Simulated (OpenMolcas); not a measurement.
**Predicting a hybrid from its neighbours: Si5H10**

Si5H10 has 15 atoms, charge 0, and is taken as a singlet. As SMILES, `[SiH2]1[SiH2][SiH2][SiH2][SiH2]1`. The shape is that of a PBE0-D4/def2-TZVP optimisation. This is one conformer, not always the lowest.

The HOMO–LUMO gap y, in eV, basis 6-31G(d); a is the functional's share of exact exchange. Programs: OpenMolcas 26.06.

| functional | program | a | y (eV) |
| --- | --- | --- | --- |
| BLYP | OpenMolcas | 0 | 5.22 |
| PBE | OpenMolcas | 0 | 5.20 |
| B3LYP | OpenMolcas | 0.2 | ? |
| PBE0 | OpenMolcas | 0.25 | 6.98 |
| BHLYP | OpenMolcas | 0.5 | 8.80 |

Question: Fit y = c + s·a to the known rows and predict B3LYP.

Answer: 
1. Means of the 4 rows: a = 0.1875, y = 6.550.
2. Σ(Δa)² = 0.17188, Σ(Δa·Δy) = 1.2325, so the slope is 1.2325/0.17188 = 7.1707.
3. Intercept: 6.550 − (7.1707) × 0.1875 = 5.205. The largest residual of the fit is 0.018.
4. B3LYP: 5.205 + (7.1707) × 0.2 = 6.64 eV.

The run gave 6.65 eV, so the prediction is off by -0.01 eV, within the scatter of the fit. Exact exchange lowers occupied levels and raises empty ones.
